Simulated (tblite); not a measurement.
Parent: `[CH3:1][PH:2][c:3]1[cH:4][cH:5][cH:6][cH:7][c:8]1[PH2:9]` with C1–P2–C3–C4 4°, C7–C8–P9–H 96° and 3°, C7H10P2.

The geometries are computed with GFN2-xTB (gas phase). One conformer each, not checked by frequencies here.

```csv
coordinate of the parent,value
C1–P2,1.850 Å
P2–C3,1.825 Å
C3–C4,1.384 Å
C4–C5,1.388 Å
C5–C6,1.384 Å
C6–C7,1.387 Å
C7–C8,1.383 Å
C8–P9,1.821 Å
C3–C8,1.399 Å
C1–P2–C3,102.3°
P2–C3–C4,128.5°
P2–C3–C8,111.6°
C4–C3–C8,119.8°
C3–C4–C5,119.5°
C4–C5–C6,120.6°
C5–C6–C7,120.3°
C6–C7–C8,119.4°
C7–C8–P9,126.1°
C3–C8–C7,120.4°
C3–C8–P9,113.4°
```

**Question.** How does the shared frame change in `[CH3:1][PH:2][c:3]1[cH:4][cH:5][cH:6][cH:7][c:8]1[PH3+:9]` (charge +1) with C1–P2–C3–C4 -60°, [C7H11P2]+? Atoms pair as C1 = C1, P2 = P2, C3 = C3, C4 = C4, C5 = C5, C6 = C6, C7 = C7, C8 = C8, P9 = P9 (parent first).

**Answer.** 
| parent | relative | value in the relative | change |
| --- | --- | --- | --- |
| C1–P2 | C1–P2 | 1.837 Å | -0.013 |
| P2–C3 | P2–C3 | 1.827 Å | +0.002 |
| C3–C4 | C3–C4 | 1.383 Å | -0.001 |
| C4–C5 | C4–C5 | 1.389 Å | +0.001 |
| C5–C6 | C5–C6 | 1.389 Å | +0.005 |
| C6–C7 | C6–C7 | 1.386 Å | -0.001 |
| C7–C8 | C7–C8 | 1.391 Å | +0.008 |
| C8–P9 | C8–P9 | 1.792 Å | -0.029 |
| C3–C8 | C3–C8 | 1.401 Å | +0.002 |
| C1–P2–C3 | C1–P2–C3 | 101.5° | -0.8 |
| P2–C3–C4 | P2–C3–C4 | 129.8° | +1.3 |
| P2–C3–C8 | P2–C3–C8 | 111.0° | -0.6 |
| C4–C3–C8 | C4–C3–C8 | 119.1° | -0.7 |
| C3–C4–C5 | C3–C4–C5 | 119.2° | -0.3 |
| C4–C5–C6 | C4–C5–C6 | 121.1° | +0.5 |
| C5–C6–C7 | C5–C6–C7 | 120.6° | +0.3 |
| C6–C7–C8 | C6–C7–C8 | 117.9° | -1.5 |
| C7–C8–P9 | C7–C8–P9 | 123.7° | -2.4 |
| C3–C8–C7 | C3–C8–C7 | 122.0° | +1.6 |
| C3–C8–P9 | C3–C8–P9 | 114.4° | +1.0 |

Of the parent's bonds, C8–P9 changes most (-0.029 Å).
